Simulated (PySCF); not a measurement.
`CO[C@H](CF)OCF` in a uniform electric field

Compound: C₄H₈F₂O₂.
Geometry (PBE0-D3(BJ)/def2-SVP, Å), atoms numbered from 1 in this order:
```xyz
16
C4H8F2O2 angstrom
C     -1.6554   -0.6767    0.9784
O     -0.6825   -0.7723   -0.0288
C      0.0886    0.3654   -0.2368
C     -0.4935    1.2603   -1.3104
F     -1.7080    1.7430   -0.8960
O      1.3429   -0.0176   -0.7133
C      2.0862   -0.7901    0.1454
F      2.5230   -0.0511    1.2112
H     -2.4691    0.0133    0.7032
H     -2.0720   -1.6826    1.1238
H     -1.2151   -0.3352    1.9345
H      0.1869    0.9282    0.7154
H      0.1886    2.1014   -1.5113
H     -0.6273    0.6662   -2.2288
H      2.9590   -1.1444   -0.4229
H      1.4922   -1.6315    0.5397
```

Level: CAM-B3LYP/def2-SVPD (PySCF); nuclei fixed, core orbitals frozen in the response. Permanent dipole (-0.118, -0.907, 0.150) D (1 au = 2.5417 D). Static polarisability (au):

```
x   66.56 -1.53 -1.41
y   -1.53 57.91 -3.58
z   -1.41 -3.58 58.65
```

Only the terms in μ and α are kept: μ(F) = μ + αF and ΔE = −μ·F − ½ F·αF.

(1) Apply 0.005 au along ±x, ±y and ±z in turn. Tabulate induced and total dipoles and both energy terms.

(2) For the field (0.0040, 0.0015, -0.0010) au, what is the induced dipole, and what angle does it make with the field?

(3) At what field along the permanent dipole would the induced dipole along it equal the permanent one, in this linear picture?

(4) What field makes μF equal to kT at 400 K?

(5) A unit point charge sits 8 Å away. Estimate the induction energy −αe²/2R⁴ with the mean polarisability, treating the molecule as a point.

## Answers

(1) 
| field along | induced x (D) | induced y (D) | induced z (D) | total size (D) | −μ·F (kJ/mol) | −½F·αF (kJ/mol) |
| --- | --- | --- | --- | --- | --- | --- |
| +x | 0.846 | -0.019 | -0.018 | 1.186 | +0.609 | -2.184 |
| −x | -0.846 | 0.019 | 0.018 | 1.321 | -0.609 | -2.184 |
| +y | -0.019 | 0.736 | -0.045 | 0.243 | +4.684 | -1.901 |
| −y | 0.019 | -0.736 | 0.045 | 1.657 | -4.684 | -1.901 |
| +z | -0.018 | -0.045 | 0.745 | 1.314 | -0.775 | -1.925 |
| −z | 0.018 | 0.045 | -0.745 | 1.052 | +0.775 | -1.925 |

(2) αF = (0.674, 0.214, -0.177) D, at 3.0° to the field. The polarisability along this direction, F·αF/F², is 65.33 au, against a mean of 61.04 au.

(3) The polarisability along the dipole is 58.88 au, so F = 0.3647 au / 58.88 au = 0.0062 au = 0.32 V/Å; higher-order terms are ignored.

(4) kT = 1.2667 × 10⁻³ Eh, so F = 0.00347 au = 17.9 MV/cm.

(5) R = 15.12 bohr, so the energy is −61.0/(2 × 15.12⁴) Eh = -1.53 kJ/mol. The charge–dipole term at its most favourable orientation, −μe/R², is -4.19 kJ/mol.

One conformer (not necessarily the lowest) at the PBE0-D3(BJ)/def2-SVP geometry, without solvent, vibrations or thermal averaging.
